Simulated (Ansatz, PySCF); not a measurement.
The pair A = CH5N (SMILES CN) (first 7 atoms), B = CH2O2 (SMILES O=CO); geometry from B3LYP-D3(BJ)/def2-TZVP.
(charge 0, multiplicity 1):
```xyz
12

C     -0.282     0.217     0.097
N      0.802    -0.514     0.770
H      0.040     1.241    -0.093
H     -1.142     0.246     0.765
H     -0.591    -0.233    -0.851
H      1.623    -0.580     0.181
H      0.500    -1.458     0.990
O     -0.980    -0.803     3.325
C     -0.180    -0.065     3.851
O      0.893     0.451     3.279
H     -0.267     0.265     4.897
H      0.948     0.115     2.315
```

Cores are frozen in the correlated methods. Rows in 6-31G* carry no dispersion term and start afresh at each structure (6-31G* with six Cartesian d functions).

Codes used: Ansatz (Gaussian basis) for Hartree–Fock, density functionals and correlated methods; PySCF for 6-31G* rows. Each number belongs to the level named beside it.

Total energies (hartree), monomers frozen at their geometry in the pair:

```tsv
structure	B3LYP/6-31G*	MP2/aug-cc-pVDZ	CCSD(T)/aug-cc-pVDZ
AB	-285.6330330	-284.9216057	-284.9902269
A in the pair's basis	-95.8545870	-95.5752316	-95.6153228
B in the pair's basis	-189.7559088	-189.3249681	-189.3544790
A	-95.8527029	-95.5731718	-95.6132477
B	-189.7531115	-189.3234742	-189.3528702
```

### Question
Work out the interaction energy without and with the counterpoise correction, and the superposition error, for each level.

### Answer

E(AB) − E(A) − E(B), times 627.509 kcal/mol, with the monomers in their own basis and then in the pair's basis:
- B3LYP/6-31G*: -17.08 uncorrected, -14.14 corrected; the monomers gain 2.94 kcal/mol from borrowed functions
- MP2/aug-cc-pVDZ: -15.66 uncorrected, -13.43 corrected; the monomers gain 2.23 kcal/mol from borrowed functions
- CCSD(T)/aug-cc-pVDZ: -15.13 uncorrected, -12.82 corrected; the monomers gain 2.31 kcal/mol from borrowed functions

Ansatz is a quantum-chemistry and plane-wave program.
